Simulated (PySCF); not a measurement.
Cl₃Sc, triplet, geometry from GFN2-xTB (such geometries of metal compounds can be far from the true shape) (the multiplicity is a formal guess); HF/pcseg-1 (PySCF).

PySCF was given this input:
```python
from pyscf import gto, scf

mol = gto.M(
    atom='''
Sc   -0.30552139   -0.02338124    0.21340739
Cl    1.77321599   -0.12643045   -0.81540043
Cl   -0.59284853   -1.15055849    2.19835470
Cl   -0.80295868    1.30587166   -1.64657517
''',
    basis='pcseg-1',
    spin=2,
    verbose=4,
)

mf = scf.UHF(mol)
mf.kernel()
mf.analyze()
```

The log (banner, timings and long lists left out):

```
PySCF version 2.14.0

[INPUT] verbose = 4
[INPUT] num. atoms = 4
[INPUT] num. electrons = 72
[INPUT] charge = 0
[INPUT] spin (= nelec alpha-beta = 2S) = 2
[INPUT] symmetry False subgroup None
[INPUT] Mole.unit = angstrom
[INPUT] Symbol           X                Y                Z      unit          X                Y                Z       unit  Magmom
[INPUT]  1 Sc    -0.305521390000  -0.023381240000   0.213407390000 AA   -0.577351752296  -0.044184140053   0.403281520058 Bohr   0.0
[INPUT]  2 Cl     1.773215990000  -0.126430450000  -0.815400430000 AA    3.350892580799  -0.238918924306  -1.540883494553 Bohr   0.0
[INPUT]  3 Cl    -0.592848530000  -1.150558490000   2.198354700000 AA   -1.120321355051  -2.174240436393   4.154288307650 Bohr   0.0
[INPUT]  4 Cl    -0.802958680000   1.305871660000  -1.646575170000 AA   -1.517371994542   2.467739791231  -3.111576114809 Bohr   0.0

nuclear repulsion = 366.209620745824
number of shells = 13
number of NR pGTOs = 213
number of NR cGTOs = 85
basis = pcseg-1
ecp = {}

******** <class 'pyscf.scf.uhf.UHF'> ********
method = UHF
initial guess = minao
damping factor = 0
level_shift factor = 0
DIIS = <class 'pyscf.scf.diis.CDIIS'>
diis_start_cycle = 1
diis_space = 8
diis_damp = 0
SCF conv_tol = 1e-09
SCF conv_tol_grad = None
SCF max_cycles = 50
direct_scf = True
direct_scf_tol = 1e-13
number electrons alpha = 37  beta = 35
Set gradient conv threshold to 3.16228e-05
init E= -2138.34399095192

cycle= 1 E= -2138.09587603365  delta_E= 0.248  |g|= 0.19  |ddm|= 1.95
cycle= 2 E= -2138.14213476483  delta_E= -0.0463  |g|= 0.0841  |ddm|= 0.646
cycle= 3 E= -2138.15386758458  delta_E= -0.0117  |g|= 0.0457  |ddm|= 0.281
cycle= 4 E= -2138.16047239219  delta_E= -0.0066  |g|= 0.0254  |ddm|= 0.224
cycle= 5 E= -2138.1637596179  delta_E= -0.00329  |g|= 0.0158  |ddm|= 0.166
cycle= 6 E= -2138.16532978593  delta_E= -0.00157  |g|= 0.0128  |ddm|= 0.107
cycle= 7 E= -2138.16613215676  delta_E= -0.000802  |g|= 0.0115  |ddm|= 0.0592
cycle= 8 E= -2138.16759157263  delta_E= -0.00146  |g|= 0.0112  |ddm|= 0.104
cycle= 9 E= -2138.16877095485  delta_E= -0.00118  |g|= 0.0105  |ddm|= 0.0862
cycle= 10 E= -2138.170713098  delta_E= -0.00194  |g|= 0.00946  |ddm|= 0.154
cycle= 11 E= -2138.17225245198  delta_E= -0.00154  |g|= 0.00786  |ddm|= 0.148
cycle= 12 E= -2138.17303997126  delta_E= -0.000788  |g|= 0.00456  |ddm|= 0.125
cycle= 13 E= -2138.1732144109  delta_E= -0.000174  |g|= 0.0026  |ddm|= 0.052
cycle= 14 E= -2138.17326676802  delta_E= -5.24e-05  |g|= 0.00226  |ddm|= 0.0294
cycle= 15 E= -2138.17329353004  delta_E= -2.68e-05  |g|= 0.00213  |ddm|= 0.0132
cycle= 16 E= -2138.17332529842  delta_E= -3.18e-05  |g|= 0.00143  |ddm|= 0.0156
cycle= 17 E= -2138.17336808097  delta_E= -4.28e-05  |g|= 0.000841  |ddm|= 0.0365
cycle= 18 E= -2138.17337639166  delta_E= -8.31e-06  |g|= 0.00047  |ddm|= 0.0138
cycle= 19 E= -2138.17337810863  delta_E= -1.72e-06  |g|= 0.000362  |ddm|= 0.00564
cycle= 20 E= -2138.17337882266  delta_E= -7.14e-07  |g|= 0.000277  |ddm|= 0.00234
cycle= 21 E= -2138.17337970057  delta_E= -8.78e-07  |g|= 0.000208  |ddm|= 0.00318
cycle= 22 E= -2138.1733803314  delta_E= -6.31e-07  |g|= 0.000142  |ddm|= 0.00302
cycle= 23 E= -2138.17338066857  delta_E= -3.37e-07  |g|= 8.1e-05  |ddm|= 0.00287
cycle= 24 E= -2138.17338075472  delta_E= -8.62e-08  |g|= 5.41e-05  |ddm|= 0.00134
cycle= 25 E= -2138.17338078717  delta_E= -3.24e-08  |g|= 4.09e-05  |ddm|= 0.000745
cycle= 26 E= -2138.17338080742  delta_E= -2.03e-08  |g|= 2.67e-05  |ddm|= 0.00058
cycle= 27 E= -2138.17338081851  delta_E= -1.11e-08  |g|= 1.06e-05  |ddm|= 0.000593
cycle= 28 E= -2138.17338081964  delta_E= -1.13e-09  |g|= 4.15e-06  |ddm|= 0.000179
cycle= 29 E= -2138.17338081975  delta_E= -1.17e-10  |g|= 2.12e-06  |ddm|= 4.32e-05
Extra cycle  E= -2138.17338081976  delta_E= -9.09e-13  |g|= 1.57e-06  |ddm|= 5.56e-06
converged SCF energy = -2138.17338081976  <S^2> = 2.0151392  2S+1 = 3.0100759
**** SCF Summaries ****
Total Energy =                       -2138.173380819755494
Nuclear Repulsion Energy =             366.209620745823884
One-electron Energy =                -3677.904930643933767
Two-electron Energy =                 1173.521929078354333
Two-electron Coulomb Energy =         1294.400911975263625
DFT Exchange-Correlation Energy =     -120.878982896909292
**** MO energy ****
                             alpha | beta                alpha | beta
MO #1   energy= -165.860182085416  | -165.859791138636  occ= 1 | 1
MO #2   energy= -104.923056582715  | -104.911248160322  occ= 1 | 1
MO #3   energy= -104.77887034662   | -104.776159462086  occ= 1 | 1
MO #4   energy= -104.746141943573  | -104.746469464949  occ= 1 | 1
MO #5   energy= -19.0596766893505  | -19.0473949340346  occ= 1 | 1
MO #6   energy= -15.6693535167278  | -15.6614463597552  occ= 1 | 1
MO #7   energy= -15.6676867375049  | -15.6591520239947  occ= 1 | 1
MO #8   energy= -15.6668011357943  | -15.6470505931352  occ= 1 | 1
MO #9   energy= -10.6675639830336  | -10.6563501019012  occ= 1 | 1
MO #10  energy= -10.5240842245178  | -10.5214175022508  occ= 1 | 1
MO #11  energy= -10.4926495213074  | -10.4929803273385  occ= 1 | 1
MO #12  energy= -8.16426924843112  | -8.1350230046289   occ= 1 | 1
MO #13  energy= -8.14083057858218  | -8.1335651714598   occ= 1 | 1
MO #14  energy= -8.13963898872865  | -8.11610384565     occ= 1 | 1
MO #15  energy= -8.00604906607619  | -8.00018348312953  occ= 1 | 1
MO #16  energy= -8.00128666476724  | -7.99898181573168  occ= 1 | 1
MO #17  energy= -8.00021038522059  | -7.99502509080134  occ= 1 | 1
MO #18  energy= -7.97101385736629  | -7.97174192651416  occ= 1 | 1
MO #19  energy= -7.97004832314922  | -7.97035634217895  occ= 1 | 1
MO #20  energy= -7.96959679575909  | -7.97012778622843  occ= 1 | 1
MO #21  energy= -2.59563444280649  | -2.54828745231752  occ= 1 | 1
MO #22  energy= -1.64064182819674  | -1.59386650252858  occ= 1 | 1
MO #23  energy= -1.62940864775655  | -1.58612612750225  occ= 1 | 1
MO #24  energy= -1.62146531710478  | -1.53591817179814  occ= 1 | 1
MO #25  energy= -1.21769252486377  | -1.11101901001488  occ= 1 | 1
MO #26  energy= -1.06775824795858  | -1.04622763234462  occ= 1 | 1
MO #27  energy= -1.0303540059463   | -1.03007491637747  occ= 1 | 1
MO #28  energy= -0.66047780428081  | -0.592395280846111 occ= 1 | 1
MO #29  energy= -0.614587980581591 | -0.565260198631482 occ= 1 | 1
MO #30  energy= -0.588744952542323 | -0.502089670181733 occ= 1 | 1
MO #31  energy= -0.510021060849703 | -0.463944457041437 occ= 1 | 1
MO #32  energy= -0.475448200371881 | -0.46274158940955  occ= 1 | 1
MO #33  energy= -0.467052811292758 | -0.44679384709583  occ= 1 | 1
MO #34  energy= -0.462581106766601 | -0.442602076860439 occ= 1 | 1
MO #35  energy= -0.443382403413646 | -0.437512752486787 occ= 1 | 1
MO #36  energy= -0.441322763179466 | -0.133648960349344 occ= 1 | 0
MO #37  energy= -0.340066082130305 | 0.0268745816755951 occ= 1 | 0
MO #38  energy= 0.0371726851306229 | 0.125099016799587  occ= 0 | 0
MO #39  energy= 0.101698206883431  | 0.130095550306856  occ= 0 | 0
MO #40  energy= 0.117367382150421  | 0.140550200217409  occ= 0 | 0
MO #41  energy= 0.122239734691231  | 0.147989720565524  occ= 0 | 0
MO #42  energy= 0.12618297745006   | 0.154711371970008  occ= 0 | 0
MO #43  energy= 0.14557618639856   | 0.160026495357729  occ= 0 | 0
MO #44  energy= 0.205805235709303  | 0.22487971849816   occ= 0 | 0
MO #45  energy= 0.236051052490041  | 0.246882779540867  occ= 0 | 0

To work with the spin densities directly, `use mulliken_meta_spin()` only printing them here.

 ** Mulliken spin pop alpha/beta on meta-lowdin orthogonal AOs **
 ** Mulliken Spin Density (per AO)  **
spin_pop of  0 Sc 1s        0.00000
spin_pop of  0 Sc 2s        0.00000
spin_pop of  0 Sc 3s        0.00009
spin_pop of  0 Sc 4s        0.11898
spin_pop of  0 Sc 5s        0.00223
spin_pop of  0 Sc 2px      -0.00000
spin_pop of  0 Sc 2py      -0.00000
spin_pop of  0 Sc 2pz      -0.00000
spin_pop of  0 Sc 3px      -0.00016
spin_pop of  0 Sc 3py      -0.00020
spin_pop of  0 Sc 3pz      -0.00017
spin_pop of  0 Sc 4px       0.00005
spin_pop of  0 Sc 4py       0.00174
spin_pop of  0 Sc 4pz       0.00029
spin_pop of  0 Sc 3dxy      0.14681
spin_pop of  0 Sc 3dyz      0.41814
spin_pop of  0 Sc 3dz^2     0.00561
spin_pop of  0 Sc 3dxz      0.06163
spin_pop of  0 Sc 3dx2-y2    0.24091
spin_pop of  0 Sc 4dxy     -0.00030
spin_pop of  0 Sc 4dyz     -0.00005
spin_pop of  0 Sc 4dz^2    -0.00045
spin_pop of  0 Sc 4dxz     -0.00052
spin_pop of  0 Sc 4dx2-y2    0.00028
spin_pop of  0 Sc 4f-3      0.00005
spin_pop of  0 Sc 4f-2      0.00004
spin_pop of  0 Sc 4f-1      0.00005
spin_pop of  0 Sc 4f+0      0.00005
spin_pop of  0 Sc 4f+1      0.00001
spin_pop of  0 Sc 4f+2      0.00010
spin_pop of  0 Sc 4f+3      0.00005
spin_pop of  1 Cl 1s       -0.00000
spin_pop of  1 Cl 2s       -0.00000
spin_pop of  1 Cl 3s        0.00613
spin_pop of  1 Cl 4s       -0.00002
spin_pop of  1 Cl 2px       0.00001
spin_pop of  1 Cl 2py       0.00001
spin_pop of  1 Cl 2pz       0.00001
spin_pop of  1 Cl 3px       0.23972
spin_pop of  1 Cl 3py       0.28511
spin_pop of  1 Cl 3pz       0.33667
spin_pop of  1 Cl 4px       0.00054
spin_pop of  1 Cl 4py       0.00047
spin_pop of  1 Cl 4pz       0.00078
spin_pop of  1 Cl 3dxy     -0.00021
spin_pop of  1 Cl 3dyz     -0.00006
spin_pop of  1 Cl 3dz^2     0.00005
spin_pop of  1 Cl 3dxz     -0.00073
spin_pop of  1 Cl 3dx2-y2    0.00026
spin_pop of  2 Cl 1s       -0.00000
spin_pop of  2 Cl 2s        0.00000
spin_pop of  2 Cl 3s       -0.00087
spin_pop of  2 Cl 4s       -0.00008
spin_pop of  2 Cl 2px       0.00000
spin_pop of  2 Cl 2py      -0.00000
spin_pop of  2 Cl 2pz      -0.00000
spin_pop of  2 Cl 3px       0.00156
spin_pop of  2 Cl 3py      -0.00582
spin_pop of  2 Cl 3pz      -0.00664
spin_pop of  2 Cl 4px       0.00004
spin_pop of  2 Cl 4py       0.00026
spin_pop of  2 Cl 4pz       0.00031
spin_pop of  2 Cl 3dxy      0.00001
spin_pop of  2 Cl 3dyz      0.00007
spin_pop of  2 Cl 3dz^2     0.00009
spin_pop of  2 Cl 3dxz     -0.00001
spin_pop of  2 Cl 3dx2-y2    0.00003
spin_pop of  3 Cl 1s       -0.00000
spin_pop of  3 Cl 2s       -0.00000
spin_pop of  3 Cl 3s        0.00295
spin_pop of  3 Cl 4s       -0.00013
spin_pop of  3 Cl 2px       0.00000
spin_pop of  3 Cl 2py       0.00000
spin_pop of  3 Cl 2pz      -0.00000
spin_pop of  3 Cl 3px       0.13576
spin_pop of  3 Cl 3py       0.01398
spin_pop of  3 Cl 3pz      -0.00375
spin_pop of  3 Cl 4px      -0.00133
spin_pop of  3 Cl 4py      -0.00014
spin_pop of  3 Cl 4pz       0.00004
spin_pop of  3 Cl 3dxy     -0.00031
spin_pop of  3 Cl 3dyz      0.00015
spin_pop of  3 Cl 3dz^2    -0.00010
spin_pop of  3 Cl 3dxz     -0.00011
spin_pop of  3 Cl 3dx2-y2    0.00005
 ** Mulliken Spin Density (per atom)  **
spin density of  0 Sc =      0.99526
spin density of  1 Cl =      0.86873
spin density of  2 Cl =     -0.01104
spin density of  3 Cl =      0.14705
 ** Mulliken pop alpha/beta on meta-lowdin orthogonal AOs **
 ** Mulliken pop       alpha | beta **
In total            37.00000 | 35.00000
 ** Mulliken atomic charges   ( Nelec_alpha | Nelec_beta ) **
charge of  0Sc =      1.08944  (    10.45291      9.45765 )
charge of  1Cl =      0.08027  (     8.89423      8.02550 )
charge of  2Cl =     -0.62364  (     8.80630      8.81734 )
charge of  3Cl =     -0.54607  (     8.84656      8.69951 )
Dipole moment(X, Y, Z, Debye):  2.30852, -0.03839, -1.26531
```
